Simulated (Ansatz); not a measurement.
`[SiH3]C(Cl)I` + `CC(=N)Cl` → `C/C(Cl)=N\[SiH3]` + `ClCI` at 500 K and 1 bar (ligand exchange at the Si–C bond).

Isolated molecules relaxed with PBE0-D4/def2-TZVP in Ansatz; ΔE leaves out vibrations. CBS: MP2 limit from def2 TZ/QZ plus the TZ coupled-cluster correction, frozen cores. def2 core potentials past Kr. For I outer-core shells are correlated without core-valence functions, which leaves a few kJ/mol of doubt a bond. Each species was taken in one conformer, which may not be the lowest.

```
           species  CCSD(T)/CBS energy (Eh)  H − E (kJ/mol)  S (J/(mol·K))
    `[SiH3]C(Cl)I`              -1086.74423           153.4          401.6
        `CC(=N)Cl`               -592.98219           189.5          336.5
`C/C(Cl)=N\[SiH3]`               -883.27379           243.6          416.7
            `ClCI`               -796.46468            99.4          327.2
```

H − E and S are ideal-gas, rigid-rotor, harmonic terms from PBE0-D4/def2-TZVP, for one conformer and one mirror image of each species. 1 Eh = 2625.50 kJ/mol, R = 8.31446 J/(mol·K).

**Question.** By hand: ΔE, ΔH, ΔS and ΔG.

**Answer.** ΔE = (-883.27379) + (-796.46468) − (-1086.74423) − (-592.98219) = -0.01205 Eh = -31.6 kJ/mol. Δ(H − E) = 243.6 + 99.4 − 153.4 − 189.5 = 0.1, so ΔH = -31.5 kJ/mol. ΔS = 416.7 + 327.2 − 401.6 − 336.5 = 5.8 J/(mol·K). ΔG = -31.5 − 500 × (5.8)/1000 = -34.4 kJ/mol.

**Question.** By hand: the equilibrium constant, and the temperature at which ΔG would vanish if ΔH and ΔS stayed fixed.

**Answer.** log₁₀ K = −ΔG/(RT ln 10) = 3.6. ΔH and −TΔS have one sign here, so there is no such temperature. One of them is within its doubt of zero, so this could turn.

The number of gas molecules stays the same, so ΔS is small and ΔH decides. A doubt of 5 kJ/mol in ΔE shifts log₁₀ K by 0.5 here. Other conformers and mirror images would add mixing entropy, several J/(mol·K) or more a flexible species. These are equilibria of isolated gas molecules and say nothing of rates. Largest T1 diagnostic: 0.012 (customary marks: 0.02 for closed shells, 0.045 for open ones).
